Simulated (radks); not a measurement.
Q: Nb24+, 17 electrons, occupied as [Ne] 3s2 3p5 (the NIST ground configuration). Calculated with a radial shooting solver on a logarithmic mesh with Libxc functionals: Dirac Kohn-Sham, PBE, spin-unpolarised, spherical densities, point nucleus; open shells are shared between the two j in proportion to 2j + 1. Some entries of the table are withheld. Estimate them.

orbital     occ.  eigenvalue (eV)  r(max) (bohr)
1s1/2          2        -19864.61        0.02349
2s1/2          2        -3673.710         0.1328
2p1/2          2              (1)         0.1035
2p3/2          4              (2)         0.1072
3s1/2          2        -1303.512         0.3693
3p1/2    1.66667              (3)         0.3525
3p3/2    3.33333              (4)         0.3595

A: 
(1) 2p1/2 eigenvalue (eV): -3465.427
(2) 2p3/2 eigenvalue (eV): -3368.161
(3) 3p1/2 eigenvalue (eV): -1229.496
(4) 3p3/2 eigenvalue (eV): -1207.930
